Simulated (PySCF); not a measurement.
# Se: excitation energy

Se [Ar] 3d10 4s2 4p4 (3P) → Se [Ar] 3d10 4s2 4p3 5s1 (5S), as a difference of total energies. Computed with PySCF 2.14 in aug-cc-pVQZ-PP with one added diffuse shell each of s, p, d, f, g type with ECP10MDF (8s7p6d4f3g, 114 functions), with scalar relativity through the core potential. Correlated levels: valence: 3s2 3p6 3d10 frozen. The calculations carry no spin-orbit coupling.

```csv
method,excitation energy (cm⁻¹),error (cm⁻¹)
UHF,40925,-6312
LDA,47162,-76
PBE,46055,-1182
PBE0,46643,-595
r2SCAN,48282,+1044
HSE06,46868,-370
TPSSh,47922,+684
wB97X-V,49533,+2295
MP2 (valence),45295,-1942
SCS-MP2 (valence),46831,-406
```

Reference: 47238 cm⁻¹ (measured; NIST levels, between the centres of gravity of the two terms).

Errors of the correlated levels include the incompleteness of this basis and the frozen core.
